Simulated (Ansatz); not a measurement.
Consider the cleavage of the Sn–Al bond: `[CH3][SnH2][AlH2]` + `N=C=O` → `[CH3][SnH2][N]=C=O` + `[AlH3]`.

Program: Ansatz. Geometries: PBE0-D4/def2-TZVP. ΔE: electronic, gas phase. CBS: MP2 limit from def2 TZ/QZ plus the TZ coupled-cluster correction, frozen cores. This one scheme is used for every species. Functionals use def2-TZVPP. HSE06 is defined as in plane-wave codes. Elements past krypton have def2 core potentials. For Sn outer-core shells are correlated without core-valence functions, which leaves a few kJ/mol of doubt a bond. Each species was taken in one conformer, which may not be the lowest.

(1) Is it downhill or uphill in electronic energy at CCSD(T)/CBS, and by how much? (Estimate.)

(2) What do these levels give: r2SCANh-D4, BHLYP-D4, PBE, BLYP, HSE06, HF/def2-SVP? (An estimate is asked.)

Largest T1 diagnostic among the species: 0.018.

## Answers

(1) Computed: Downhill: ΔE = -0.16 eV.

(2) The calculation gave: r2SCANh-D4 -0.07, BHLYP-D4 -0.21, PBE 0.07, BLYP -0.07, HSE06 0.00, HF/def2-SVP -0.33 eV.

From BLYP to BHLYP (50 % exact exchange), in def2-TZVPP and without D4, ΔE moves by −0.14 eV. In def2-TZVPP, CCSD(T) changes the Hartree–Fock value by +0.20 eV (the triples alone add +0.02 eV) and MP2 by +0.15 eV. Leaving LDA and LC-ωPBE aside and taking each functional with its dispersion term where it has one, the values, not all of them listed here, spread over 0.33 eV, from B97M-V to PBE-D4. LDA lies +0.06 eV from PBE without D4.
